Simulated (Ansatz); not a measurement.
System: CH$_{6}$NSi, charge -1, multiplicity 1. It need not be the lowest isomer of its formula. Whether it binds its extra electron was not tested at this geometry. 
Coordinates optimised at B3LYP-D3(BJ)/def2-TZVP (Ansatz, a quantum-chemistry and plane-wave program):
```xyz
9

C     -1.6227    -0.1008     0.4508
N     -0.3600    -0.6530     0.0943
Si     0.9791     0.2334    -0.2704
H     -2.3708    -0.8924     0.6518
H     -1.6274     0.5301     1.3727
H     -2.1000     0.5455    -0.3254
H      2.1453    -0.6572    -0.6031
H      1.5639     1.1807     0.7874
H      0.9377     1.2012    -1.4621
```
Charge -1, spin multiplicity 1.

Basis-set convergence of Hartree-Fock and MP2 correlation energies (hartree) with Ansatz. Valence correlation only, unless marked. Spin-orbit coupling is left out. No relativistic terms.

```
basis            functions       E(HF)  E(corr, MP2)
---------------  ---------  ----------  ------------
aug-cc-pV(D+d)Z        132  -384.72166      -0.46410
aug-cc-pV(T+d)Z        285  -384.76045      -0.55290
aug-cc-pV(Q+d)Z        525  -384.76981      -0.58365
```

Extrapolating the two largest sets (X = 3 and 4) as X^-3: E(corr) = (64·(-0.58365) - 27·(-0.55290))/37 = -0.6061 Eh, an estimate of the basis-set limit. The largest set recovers 96.3 % of it, the smallest 76.6 %.
